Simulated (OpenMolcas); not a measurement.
**Os6+: moving or changing the point charges**

Os6+ among 6 point charges of -1.7 e arranged as an octahedron (Oh), 1.9 Å from the ion.

- Program: OpenMolcas
- Method: CASSCF
- Basis: ANO-RCC-VTZP [8s7p5d3f2g1h]
- Scalar Hamiltonian: DKH2, point nucleus
- Active space: 2 electrons in 5 orbitals (5d)
- State averaging: 2S+1 = 3 even, 10 roots; 2S+1 = 1 even, 15 roots
- Spin-orbit coupling: state interaction with AMFI integrals over the reference wave functions

Runs around this geometry, states (labels of O, the rotations of Oh). Energies in cm-1 above the lowest state or level, χT in cm3 K/mol; under a threefold ground state the first gap can be a small split of the lowest multiplet, not the spin-orbit step; 10Dq and B are least-squares fits to the states below 45000 cm-1, weighted by degeneracy, with a free offset, and given where the rms deviation is under 5 % of |10Dq| (or 100 cm-1) and under 700 cm-1.

```json
{"R (Å)": "1.9", "q (e)": "-1.36", "Ground state": "3T1", "First state of that spin": "3T2 6332", "10Dq": "7395", "B (rms of fit)": "924 (112)", "First gap with spin-orbit (degeneracies)": "1307 (2, 3)", "χT at 300 K": "0.076", "First state of another spin": "1T2 13795"}
{"R (Å)": "1.75", "q (e)": "-1.7", "Ground state": "3T1", "First state of that spin": "3T2 12041", "10Dq": "13624", "B (rms of fit)": "914 (187)", "First gap with spin-orbit (degeneracies)": "1360 (2, 3)", "χT at 300 K": "0.044", "First state of another spin": "1E 13856"}
{"R (Å)": "1.9", "q (e)": "-1.7", "Ground state": "3T1", "First state of that spin": "3T2 7955", "10Dq": "9192", "B (rms of fit)": "922 (137)", "First gap with spin-orbit (degeneracies)": "1373 (2, 3)", "χT at 300 K": "0.063", "First state of another spin": "1T2 13874"}
{"R (Å)": "1.98", "q (e)": "-1.7", "Ground state": "3T1", "First state of that spin": "3T2 6452", "10Dq": "7528", "B (rms of fit)": "924 (114)", "First gap with spin-orbit (degeneracies)": "1314 (2, 3)", "χT at 300 K": "0.075", "First state of another spin": "1T2 13810"}
```

Taking |10Dq| as R^-n, n = -ln(7528 / 13624) / ln(1.98 / 1.75) = 4.8 between the shortest and longest distance. The point-charge formula for a cubic d site gives n = 5.

Scaling the charges by -1.36 / -1.7 = 0.80 scales |10Dq| by 7395 / 9192 = 0.80; with fixed orbitals a first-order splitting would follow the charge.

An orbital triplet at a regular site is open to Jahn-Teller coupling, which can distort the site and quench the lowest spin-orbit gaps and is left out. Without dynamic correlation the repulsion within the d shell is too large (B by tens of per cent), so at a given field states of lower spin stand too high. This field is weak: 10Dq is about 7395 cm-1, while octahedral complexes of 5d ions of charge 3 and more, computed by the same method with explicit ligands, had a median near 35000 cm-1. Ground spin and moment need not be those of a real site (figures for R = 1.9, q = -1.36; the like holds for R = 1.75, q = -1.7, R = 1.9, q = -1.7, R = 1.98, q = -1.7). This is an electrostatic model: the charges have no orbitals. No measured value stands beside these numbers.
